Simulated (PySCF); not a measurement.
A run that did not reach its result, on `FCC1=C[C@@H]2C=C[C@H]1O2` (driver script around PySCF, density fitting, GFN2-xTB geometry as the base; each input is a line of settings and coordinates in Å).

Command:
```bash
OMP_NUM_THREADS=1 python probes_run.py task.json out
```
Input:
```
{"job": {"kind": "nmr", "xc": "M06-2X", "basis": "pcSseg-1", "pop": false, "scf": {"guess": "1e", "aux": "def2-universal-jfit", "max_cycle": 80}}, "charge": 0, "multiplicity": 1}
F      2.671626    -0.947782    -1.168250
C      2.194637    -0.165892    -0.147082
C      0.735365    -0.345177     0.038019
C     -0.144297    -1.167620    -0.516119
C     -1.489190    -0.770625     0.102099
C     -1.811574     0.602507    -0.497455
C     -0.936559     1.425353     0.056482
C     -0.102455     0.536430     0.985210
O     -1.078834    -0.397786     1.412170
H      2.747614    -0.450436     0.757783
H      2.429040     0.875366    -0.404804
H     -0.009008    -1.931556    -1.252880
H     -2.276347    -1.515833     0.113540
H     -2.577694     0.778428    -1.223985
H     -0.771995     2.474132    -0.081415
H      0.412072     1.009435     1.815276
```

Output:
```
NotImplementedError: meta-GGA GIAO
```

Time: 24 s wall. Hardware: one thread of an Arm Neoverse V2, on a shared host.

Diagnose the run.

M06-2X is a meta-GGA, and the driver's response routines have no gauge-including magnetic terms for that class; the run stopped after the SCF. Use a GGA or a hybrid of one here, or a program that has the terms. This is a limit of the driver, not of the theory.

Shape of the structure used: `[F:1][CH2:2][C:3]1=[CH:4][C@@H:5]2[CH:6]=[CH:7][C@H:8]1[O:9]2`: F1–C2–C3–C4 6°.
